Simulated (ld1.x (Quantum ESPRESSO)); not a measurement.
**As, ultrasoft: configuration errors across variants**

* Element: As (Z = 33)
* Generator: ld1.x (Quantum ESPRESSO) 7.5
* Type: ultrasoft
* Functional: PBE
* Relativity: scalar-relativistic
* Frozen core: [Ne]
* Valence charge: 23
* Reference configuration: 3s2 3p6 3d10 4s1.75 4p3.25
* Partial waves: 3s (bound): rcut 1.10, rcutus 1.20 bohr; 4s (bound): rcut 1.10, rcutus 1.20 bohr; 3p (bound): rcut 0.90, rcutus 1.20 bohr; 4p (bound): rcut 0.90, rcutus 1.20 bohr; 3d (bound): rcut 0.70, rcutus 0.90 bohr; 3d channel at -2.3 Ry: rcut 0.70, rcutus 0.90 bohr
* Local potential: all-electron potential smoothed inside 0.90 bohr (lloc = -1)
* Core correction: Bessel-smoothed model core, default radius (core density twice the valence density)
* Augmentation charge: built from norm-conserving waves at rcut, not smoothed further

All-electron excitation energies from the reference (eV): (1) 3s2 3p6 3d10 4s2 4p3 -2.332; (2) 3s2 3p6 3d10 4s2 4p2 6.817; (3) 3s2 3p6 3d10 4s2 4p1 24.735; (4) 3s2 3p6 3d10 4s2 4p2.5 1.223; (5) 3s2 3p6 3d10 4s0 4p5 16.724; (6) 3s2 3p6 3d10 4s2 4p3.3 -3.566.

The overlap operator is not positive definite (basis up to 400 Ry) in “base”, “wave 3d channel at -2.3 Ry: rcut 0.70, rcutus 0.90 bohr becomes 3d channel at -2.73 Ry: rcut 0.70, rcutus 0.90 bohr”, “wave 3d channel at -2.3 Ry: rcut 0.70, rcutus 0.90 bohr becomes 3d channel at -2.5 Ry: rcut 0.70, rcutus 0.90 bohr”, “wave 3d channel at -2.3 Ry: rcut 0.70, rcutus 0.90 bohr becomes 3d channel at -2.17 Ry: rcut 0.70, rcutus 0.90 bohr”, “wave 3d channel at -2.3 Ry: rcut 0.70, rcutus 0.90 bohr becomes 3d channel at -1.56 Ry: rcut 0.70, rcutus 0.90 bohr”, “wave 3d channel at -2.3 Ry: rcut 0.70, rcutus 0.90 bohr becomes 3d channel at 0.54 Ry: rcut 0.70, rcutus 0.90 bohr”, “wave 3d channel at -2.3 Ry: rcut 0.70, rcutus 0.90 bohr becomes 3d channel at 2.04 Ry: rcut 0.70, rcutus 0.90 bohr”. Such files are unfit for use, however small their errors in these radial tests.

Tests that are not counted but printed errors over 1 eV. “base”: 3s1 3p6 3d10 4s2 4p3 (solver errors, printed error -134 eV). “wave 3d channel at -2.3 Ry: rcut 0.70, rcutus 0.90 bohr becomes 3d channel at -2.73 Ry: rcut 0.70, rcutus 0.90 bohr”: 3s1 3p6 3d10 4s2 4p3 (solver errors, printed error -6853 eV). “wave 3d channel at -2.3 Ry: rcut 0.70, rcutus 0.90 bohr becomes 3d channel at -2.17 Ry: rcut 0.70, rcutus 0.90 bohr”: 3s1 3p6 3d10 4s2 4p3 (solver errors, printed error -5106 eV). “wave 3d channel at -2.3 Ry: rcut 0.70, rcutus 0.90 bohr becomes 3d channel at -1.56 Ry: rcut 0.70, rcutus 0.90 bohr”: 3s1 3p6 3d10 4s2 4p3 (solver errors, printed error -135 eV). “wave 3d channel at -2.3 Ry: rcut 0.70, rcutus 0.90 bohr becomes 3d channel at 0.54 Ry: rcut 0.70, rcutus 0.90 bohr”: 3s1 3p6 3d10 4s2 4p3 (solver errors, printed error -133 eV).

The file “base” misses its own reference levels by 4.8 eV. The file “wave 3d channel at -2.3 Ry: rcut 0.70, rcutus 0.90 bohr becomes 3d channel at -2.73 Ry: rcut 0.70, rcutus 0.90 bohr” misses its own reference levels by 4.8 eV. The file “wave 3d channel at -2.3 Ry: rcut 0.70, rcutus 0.90 bohr becomes 3d channel at -2.5 Ry: rcut 0.70, rcutus 0.90 bohr” misses its own reference levels by 4.8 eV. The file “wave 3d channel at -2.3 Ry: rcut 0.70, rcutus 0.90 bohr becomes 3d channel at -2.17 Ry: rcut 0.70, rcutus 0.90 bohr” misses its own reference levels by 4.8 eV. The file “wave 3d channel at -2.3 Ry: rcut 0.70, rcutus 0.90 bohr becomes 3d channel at -1.56 Ry: rcut 0.70, rcutus 0.90 bohr” misses its own reference levels by 4.8 eV. The file “wave 3d channel at -2.3 Ry: rcut 0.70, rcutus 0.90 bohr becomes 3d channel at 0.54 Ry: rcut 0.70, rcutus 0.90 bohr” misses its own reference levels by 4.8 eV. The file “wave 3d channel at -2.3 Ry: rcut 0.70, rcutus 0.90 bohr becomes 3d channel at 2.04 Ry: rcut 0.70, rcutus 0.90 bohr” misses its own reference levels by 4.8 eV.

Errors AE − PS in meV (a dash: test not solved or not reliable):

```tsv
change	(1)	(2)	(3)	(4)	(5)	(6)	bound ghosts
base	-1185	-1361	-2154	-1252	+8334	-1150	not determined (overlap not positive)
wave 3d channel at -2.3 Ry: rcut 0.70, rcutus 0.90 bohr becomes 3d channel at -2.73 Ry: rcut 0.70, rcutus 0.90 bohr	-1185	-1361	-2153	-1251	+8332	-1150	not determined (overlap not positive)
wave 3d channel at -2.3 Ry: rcut 0.70, rcutus 0.90 bohr becomes 3d channel at -2.5 Ry: rcut 0.70, rcutus 0.90 bohr	-1185	-1361	-2153	–	–	–	not determined (overlap not positive)
wave 3d channel at -2.3 Ry: rcut 0.70, rcutus 0.90 bohr becomes 3d channel at -2.17 Ry: rcut 0.70, rcutus 0.90 bohr	-1185	-1362	-2155	-1252	+8335	-1150	not determined (overlap not positive)
wave 3d channel at -2.3 Ry: rcut 0.70, rcutus 0.90 bohr becomes 3d channel at -1.56 Ry: rcut 0.70, rcutus 0.90 bohr	-1185	-1362	-2155	-1252	+8336	-1150	not determined (overlap not positive)
wave 3d channel at -2.3 Ry: rcut 0.70, rcutus 0.90 bohr becomes 3d channel at 0.54 Ry: rcut 0.70, rcutus 0.90 bohr	-1185	-1362	-2155	-1252	+8335	-1150	not determined (overlap not positive)
wave 3d channel at -2.3 Ry: rcut 0.70, rcutus 0.90 bohr becomes 3d channel at 2.04 Ry: rcut 0.70, rcutus 0.90 bohr	-1185	-1362	-2155	-1252	+8335	-1150	not determined (overlap not positive)
```

Task: Give the same row for: wave 3d channel at -2.3 Ry: rcut 0.70, rcutus 0.90 bohr becomes 3d channel at -2.86 Ry: rcut 0.70, rcutus 0.90 bohr.

Result: -1185, -1362, -2155, -1252, +8334, -1150; bound ghosts: not determined (overlap not positive). Not counted: 3s1 3p6 3d10 4s2 4p3 (solver errors, printed error -130 eV). Its overlap operator is not positive definite in a basis up to 400 Ry (lowest eigenvalue s -0.11, p -160.24), so the file is unfit for use: the generalised eigenproblem breaks down once the basis is large enough, and its test numbers describe a broken file.
